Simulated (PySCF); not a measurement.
A calculated (r2SCAN, PySCF 2.14, aug-cc-pV(Q+d)Z with one added diffuse shell each of s, p, d, f, g type, no relativity, point nucleus) atom or ion has these occupied shells.

| shell | electrons | orbital energy (eV) | rms radius, mean of both spins (bohr) |
| --- | --- | --- | --- |
| 1s α | 1 | -1518.7 | 0.140 |
| 1s β | 1 | -1518.6 | 0.140 |
| 2s α | 1 | -111.42 | 0.684 |
| 2s β | 1 | -111.38 | 0.684 |
| 2p α | 3 | -71.659 | 0.679 |
| 2p β | 3 | -71.580 | 0.679 |
| 3s α | 1 | -8.032 | 2.78 |
| 3s β | 1 | -7.374 | 2.78 |
| 3p α | 1 | -3.349 | 3.64 |

Question: Name the element and its charge.

Answer: Al (aluminium, neutral), in [Ne] 3s2 3p1, 2P determinant.
